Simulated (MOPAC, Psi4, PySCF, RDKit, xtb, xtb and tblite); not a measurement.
Two geometries of C₉H₁₂, SMILES CC(C)c1ccccc1, singlet, relaxed at GFN2-xTB with one dihedral held; other torsions can differ between them too.

Structure A

```
21

C     -2.0876    -0.5472     0.8331
C     -1.3157     0.4855     0.0066
C     -1.8572     0.5537    -1.4213
C      0.1596     0.1678     0.0461
C      0.6964    -0.8845    -0.6858
C      2.0481    -1.1721    -0.6261
C      2.8886    -0.4117     0.1684
C      2.3661     0.6373     0.9039
C      1.0136     0.9225     0.8404
H     -1.9609    -1.5423     0.4122
H     -3.1489    -0.3083     0.8435
H     -1.7241    -0.5607     1.8583
H     -1.4611     1.4680     0.4707
H     -1.2595     1.2364    -2.0215
H     -1.8430    -0.4247    -1.8943
H     -2.8853     0.9096    -1.4131
H      0.0557    -1.4925    -1.3069
H      2.4475    -1.9940    -1.2031
H      3.9443    -0.6358     0.2139
H      3.0133     1.2369     1.5278
H      0.6142     1.7456     1.4169
```

Structure B

```
21

C     -2.1689    -0.4816     0.7915
C     -1.2944     0.5061     0.0133
C     -1.8147     0.6037    -1.4235
C      0.1785     0.1449     0.0739
C      0.7142    -0.5144     1.1763
C      2.0599    -0.8294     1.2429
C      2.9104    -0.4889     0.2070
C      2.3973     0.1770    -0.8910
C      1.0509     0.4902    -0.9539
H     -1.9781    -1.5000     0.4598
H     -3.2199    -0.2564     0.6226
H     -1.9900    -0.4218     1.8615
H     -1.4064     1.4950     0.4800
H     -1.3770     1.4450    -1.9538
H     -1.5936    -0.3105    -1.9703
H     -2.8932     0.7472    -1.4161
H      0.0830    -0.7901     2.0061
H      2.4441    -1.3444     2.1119
H      3.9606    -0.7365     0.2563
H      3.0479     0.4567    -1.7073
H      0.6885     1.0147    -1.8236
```

Which is lower in energy at the level B3LYP-D3(BJ)/def2-SVP // GFN2-xTB (Psi4), and by how much?

A is lower, by 2.15 kcal/mol (dihedral C1–C2–C4–C5: 75° in A, -30° in B).

E(B) − E(A) in kcal/mol at the other levels, on the same two geometries: GFN2-xTB (xtb and tblite) 2.74; MMFF94 // GFN2-xTB (RDKit) 3.35; B3LYP/def2-SVP // GFN2-xTB (Psi4) 2.22; PBE/def2-SVP // GFN2-xTB (Psi4) 2.02; PBE-D3(BJ)/def2-SVP // GFN2-xTB (Psi4) 1.99; UFF // GFN2-xTB (RDKit) 7.10; PM6, restricted, heats of formation // GFN2-xTB (MOPAC) 1.73; AM1, restricted, heats of formation // GFN2-xTB (MOPAC) 1.65; GFN1-xTB // GFN2-xTB (xtb) 2.36; restricted B3LYP/6-31G*, spherical d, density fitting // GFN2-xTB (PySCF) 2.45; restricted MP2 (frozen core)/6-31G*, spherical d // GFN2-xTB (PySCF) 2.72.
